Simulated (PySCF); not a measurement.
**Deuteron quadrupole couplings in `C=C1C=C(F)C[C@@H](F)C1`**

Compound: C7H8F2.
Numbering: `[CH2:1]=[C:2]1[CH:3]=[C:4]([F:5])[CH2:6][C@@H:7]([F:8])[CH2:9]1` (hydrogens: H10, H11 on C1; H12 on C3; H13, H14 on C6; H15 on C7; H16, H17 on C9)

Structure used (GFN2-xTB), in Å, numbered top down from 1:
```
atom  x, y, z in Å
C1     2.488    0.122   -0.154
C2     1.157    0.140   -0.171
C3     0.408    1.377   -0.053
C4    -0.919    1.378    0.039
F5    -1.596    2.544    0.130
C6    -1.783    0.163    0.078
C7    -0.936   -1.036    0.495
F8    -1.671   -2.193    0.321
C9     0.337   -1.111   -0.340
H10    3.044   -0.796   -0.238
H11    3.064    1.026   -0.059
H12    0.954    2.307   -0.040
H13   -2.217   -0.030   -0.909
H14   -2.611    0.320    0.775
H15   -0.694   -0.990    1.565
H16    0.054   -1.218   -1.392
H17    0.914   -1.992   -0.057
```

Level: PBE0/pcSseg-1 (PySCF, non-relativistic); Q(2H) = 0.00286 b; rigid geometry, the same for H and D, with no vibrational averaging.

Question: Rank these positions by the coupling χzz of a deuteron there, largest first.
A. H15 (methine hydrogen)
B. H12 (vinylic hydrogen)
C. H14 (methylene hydrogen)
D. H10 (vinylic hydrogen)

Answer: D (228 kHz), B (222 kHz), C (201 kHz), A (188 kHz).

Question: Tabulate Vzz, the asymmetry η and χzz = 234.96 MHz × Q × Vzz for every hydrogen position.

Answer: 
```json
{"atom": "H10", "bonded to": "C1", "bond length (Å)": "1.076", "Vzz (au)": "0.3393", "η": "0.06", "χzz (kHz)": "228"}
{"atom": "H11", "bonded to": "C1", "bond length (Å)": "1.076", "Vzz (au)": "0.3389", "η": "0.07", "χzz (kHz)": "228"}
{"atom": "H12", "bonded to": "C3", "bond length (Å)": "1.079", "Vzz (au)": "0.3302", "η": "0.08", "χzz (kHz)": "222"}
{"atom": "H13", "bonded to": "C6", "bond length (Å)": "1.096", "Vzz (au)": "0.2944", "η": "0.01", "χzz (kHz)": "198"}
{"atom": "H14", "bonded to": "C6", "bond length (Å)": "1.092", "Vzz (au)": "0.2995", "η": "0.02", "χzz (kHz)": "201"}
{"atom": "H15", "bonded to": "C7", "bond length (Å)": "1.098", "Vzz (au)": "0.2791", "η": "0.06", "χzz (kHz)": "188"}
{"atom": "H16", "bonded to": "C9", "bond length (Å)": "1.094", "Vzz (au)": "0.2979", "η": "0.01", "χzz (kHz)": "200"}
{"atom": "H17", "bonded to": "C9", "bond length (Å)": "1.090", "Vzz (au)": "0.3042", "η": "0.03", "χzz (kHz)": "204"}
```

Question: How does χzz go with the bond length over the 8 C–H bonds?

Answer: A straight-line fit has a slope of -16.3 kHz for each 0.01 Å, with a correlation coefficient of -0.99, over lengths from 1.076 to 1.098 Å. The longer bonds have the smaller couplings here.

Question: A static deuteron (I = 1) shows a doublet split by (3/2)χ, (3/4)χ(1 + η) and (3/4)χ(1 − η) with the field along z, y and x of the gradient. What are these for H17?

Answer: With |χ| = 204.4 kHz and η = 0.026: 307, 157 and 149 kHz, to first order and without motion.

The structure is a single GFN2-xTB conformer in the gas phase; no vibrational or solvent corrections. GFN2-xTB bond lengths can be off by several hundredths of an ångström, more for odd bonds, and the gradients follow them. With so small a basis the couplings can be 20 % off.
